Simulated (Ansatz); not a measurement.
Species: C5H11F3Si, SMILES `C(C[C@H](C(F)(F)F)[SiH3])C` (C–C–C–C torsion 176°, C–C–C–Si torsion 59°) (charge 0, multiplicity 1), formula C5H11F3Si.

How many basis functions does frozen-core CCSD(T)/cc-pVDZ // B3LYP-D3(BJ)/def2-SVP run with Ansatz (an electronic-structure program) use, how many core orbitals are frozen, and how many electrons are correlated?

185 basis functions and 13 frozen orbitals, which leaves 56 correlated electrons. Core time is of the order of minutes.
